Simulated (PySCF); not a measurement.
**Working out the ionisation energy of Kr²⁺**

Kr²⁺ [Ar] 3d10 4s2 4p4 (3P) → Kr³⁺ [Ar] 3d10 4s2 4p3 (4S). Calculation: PySCF 2.14, in def2-TZVPPD; no relativity, point nucleus. Frozen: [Ne]. Energies in hartree (1 hartree = 27.21139 eV):

```
             part  Kr²⁺ (lower)  Kr³⁺ (upper)
              UHF  -2750.668328  -2749.408061
MP2 opposite-spin     -0.191579     -0.168191
    MP2 same-spin     -0.086458     -0.082095
```

Problem. What does Hartree-Fock give?

Solution. (-2749.408061) − (-2750.668328) = 1.260267 hartree = 34.294 eV.

Problem. What do MP2 and SCS-MP2 (6/5 opposite-spin, 1/3 same-spin) give?

Solution. The opposite-spin parts differ by 0.636 eV and the same-spin parts by 0.119 eV. MP2: 34.294 + (0.636) + (0.119) = 35.049 eV. SCS-MP2: 34.294 + 1.2 × (0.636) + (0.119)/3 = 35.097 eV.

A first-order spin-orbit estimate adds 0.217 eV to MP2 (valence and next inner shell), giving 35.266 eV against 35.838 ± 0.02 eV (measured; NIST Atomic Spectra Database, ionization energies).

The calculation is non-relativistic.

What remains against the reference includes basis incompleteness, the frozen core and correlation beyond second order.
